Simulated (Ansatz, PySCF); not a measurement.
Gas-phase reaction (SMILES): O[Si](Cl)(Cl)Cl + O (H2O) → O[Si](O)(Cl)Cl [dichloro(dihydroxy)silane] + Cl (HCl); water cleaves one Si-Cl bond, a model of a ligand-exchange step.

Each molecule is optimised on its own at B3LYP-D3(BJ)/def2-TZVP (Ansatz, an electronic-structure program), one conformer each, not searched for the lowest. Correlated levels leave the core frozen unless marked. Spin-orbit coupling is left out. Non-relativistic. CBS marks a two-point X^-3 extrapolation of the correlation energy; Hartree-Fock from the larger set. Thermal terms are rigid-rotor harmonic-oscillator values from B3LYP-D3(BJ) frequencies (Ansatz or PySCF) at 298.15 K and 1 atm. 1 Eh = 627.5095 kcal/mol.

```csv
species,"E, CCSD(T)/CBS(cc-pV(T+d)Z,cc-pV(Q+d)Z) (Ansatz) (Eh)","E, wB97M-V/def2-TZVPD (Ansatz) (Eh)",H - E (Eh),G - E (Eh)
O[Si](Cl)(Cl)Cl,-1744.39215,-1746.12706,0.02725,-0.01279
O (H2O),-76.37426,-76.43347,0.02495,0.00353
O[Si](O)(Cl)Cl,-1360.39476,-1361.77587,0.03995,0.00022
Cl (HCl),-460.37849,-460.79070,0.01000,-0.01120
```

### Question
Work out ΔE and ΔH, ΔG, ΔS and the equilibrium constant at 298.15 K at the first level, then ΔH at the second.

### Answer

1. ΔE = [(-1360.39476) + (-460.37849)] - [(-1744.39215) + (-76.37426)] = -0.00684 Eh = -4.3 kcal/mol at CCSD(T)/CBS(cc-pV(T+d)Z,cc-pV(Q+d)Z).
2. The terms H - E add up to -0.00225 Eh, so ΔH = (-0.00684 + (-0.00225))×627.5095 = -5.7 kcal/mol.
3. The terms G - E add up to -0.00172 Eh, so ΔG = -5.4 kcal/mol, and ΔS = (-0.00225 - (-0.00172))×627509.5/298.15 = -1.1 cal/(mol K).
4. log10 K = -ΔG/(RT ln 10) = 4.0, with RT ln 10 = 1.3642 kcal/mol.
5. At wB97M-V/def2-TZVPD the same steps give ΔE = -3.8 and ΔH = -5.2 kcal/mol, a shift of +0.5 from the first level.
6. These values are not checked against measurement here, since the tables used lack a sound gas-phase enthalpy of formation for at least one species.
